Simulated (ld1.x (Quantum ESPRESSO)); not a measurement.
**What one change does to a pseudopotential (promethium (Pm), TM semilocal)**

promethium, norm-conserving Troullier–Martins (semilocal form), made with ld1.x (Quantum ESPRESSO) 7.5 (PBEsol, scalar-relativistic). Core [Kr] 4d10, reference 4f5 5s2 5p6 5d0 6s2 6p0. Waves: 5s (bound): rc 1.75 bohr; 5p (bound): rc 1.90 bohr; 4f (bound): rc 0.95 bohr; 5d (bound, empty): rc 3.35 bohr. Local part: the d channel. Core correction: none.

Occupied shells without a wave of their own: 6s. They enter only through the test configuration that unscreens the potential.

Change: all radii scaled by about 1.28 (s 2.24, p 2.44, d 4.30, f 1.22 bohr).

Cutoffs: the cutoffs (Ry, on a coarse ladder) from which the occupation-weighted sum of valence levels, in a spherical-Bessel basis at the reference potential, stays within 10 and 1 mRy of its value at 400 Ry; they do not see the model core or the augmentation charge, which bear on the density cutoff. Errors are all-electron minus pseudo energies relative to the spin-unpolarised reference configuration.

Task: What does the change do?

Result: The miss of the reference levels goes from 0.12 to 0.75 eV; of the 7 tests that both files solve, the error grows in 7 and shrinks in 0 by more than 15 % and 0.3 meV (median size 288.0 → 1323.2 meV); neither file shows a bound ghost at the reference potential, the only one tested. More of the atom is replaced by a form fitted at one configuration, so other configurations suffer. A semilocal file is local in each channel, so a ghost entry of none says nothing of the separable form that plane-wave codes build from it.

```csv
quantity,base,changed
"cutoffs, loose and tight",not determined,"230 Ry, 260 Ry"
bound ghosts,none,none
"largest miss of a reference level, eV",0.12,0.75
"error for 4f5 5s2 5p6 5d0 6s1 6p0, meV [ΔE 5.89 eV]",-162,-1018
"error for 4f5 5s2 5p6 5d0 6s0 6p0, meV [ΔE 16.73 eV]",-440,-2775
"error for 4f4 5s2 5p6 5d0 6s0 6p0, meV [ΔE 39.97 eV]",-771,-4523
"error for 4f5 5s2 5p6 5d1 6s0 6p0, meV [ΔE 7.09 eV]",-288,-1857
"error for 4f5 5s1 5p6 5d0 6s2 6p0, meV [ΔE 47.26 eV]",+11,+136
"error for 4f4 5s2 5p6 5d1 6s1 6p0, meV [ΔE 8.84 eV]",-305,-1323
"error for 4f5 5s2 5p6 5d0 6s1.5 6p0, meV [ΔE 2.35 eV]",-70,-438
```

Base: These tests converged, but a pseudo level misses the all-electron one widely, so the file describes the atom poorly there or has found another state: 4f5 5s2 5p6 5d0 6s0 6p0: empty 6p by 6.7 eV; 4f5 5s1 5p6 5d0 6s2 6p0: empty 6p by 4.4 eV; 4f4 5s2 5p6 5d1 6s1 6p0: empty 6p by 3.9 eV. The 6s level has no wave, so the channel is fitted at the deeper level alone: the likely source of the large errors. Changed file: These tests converged, but a pseudo level misses the all-electron one widely, so the file describes the atom poorly there or has found another state: 4f5 5s2 5p6 5d0 6s1 6p0: empty 6p by 3.7 eV; 4f5 5s2 5p6 5d0 6s0 6p0: empty 6p by 4.8 eV; 4f4 5s2 5p6 5d0 6s0 6p0: empty 6p by 7.5 eV; 4f5 5s2 5p6 5d1 6s0 6p0: 4f by 1.6 eV; 4f5 5s1 5p6 5d0 6s2 6p0: empty 6p by 4.4 eV; 4f4 5s2 5p6 5d1 6s1 6p0: 6s by 1.8 eV. The 6s level has no wave, so the channel is fitted at the deeper level alone: the likely source of the large errors.
